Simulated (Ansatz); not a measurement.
C$_{6}$H$_{3}$FGe, SMILES `C#[C][Ge]([F])([C]#C)[C]#C`, 11 atoms. Total charge 0; spin multiplicity 1. Correlated methods include outer-core shells of Ge, which these sets cover unevenly. Scalar relativity is left out up to krypton. All runs use 8 threads of an Arm Neoverse V1 on a shared host. Correlated methods freeze the cores.

Question: Give the basis size and wall time and peak host memory of each of these runs in Ansatz. direct RPA on PBE orbitals/def2-TZVPP energy; RKS ωB97M-V/def2-SVP energy; RKS LC-ωPBE/def2-TZVPP energy; RKS B3LYP-D4/def2-TZVPP energy and forces; RKS PBE0-D4/def2-TZVP relaxation (5 steps); RHF-MP2/def2-TZVPP energy; RKS PBE0-D4/def2-SVP energy; RKS ωB97M-V/def2-TZVPP energy and forces; RHF-CCSD(T)/def2-SVP energy; RKS ωB97M-V/def2-QZVPP energy; RKS PBE0-D4/def2-QZVPP energy; RHF-MP2/def2-QZVPP energy. (An estimate is asked.)

Answer: Ansatz gave: Other jobs shared the machine, so times are rough.

```tsv
level	job	functions	wall time	peak host memory (GiB)
RKS PBE0-D4/def2-SVP	energy	145	1.4 s	0.42
RKS LC-ωPBE/def2-TZVPP	energy	307	2.9 s	0.73
RKS ωB97M-V/def2-SVP	energy	145	4.7 s	0.59
RKS B3LYP-D4/def2-TZVPP	energy and forces	307	6 s	1.2
RHF-MP2/def2-TZVPP	energy	307	6 s	0.97
direct RPA on PBE orbitals/def2-TZVPP	energy	307	7 s	0.93
RKS PBE0-D4/def2-QZVPP	energy	578	10 s	2.9
RKS ωB97M-V/def2-TZVPP	energy and forces	307	13 s	1.5
RKS ωB97M-V/def2-QZVPP	energy	578	22 s	3.4
RHF-CCSD(T)/def2-SVP	energy	145	24 s	1.3
RKS PBE0-D4/def2-TZVP	relaxation (5 steps)	283	31 s	1.1
RHF-MP2/def2-QZVPP	energy	578	32 s	4.3
```

B3LYP here is the variant with VWN-RPA as its local correlation; programs differ in this. LC-ωPBE has ω = 0.4 bohr⁻¹.
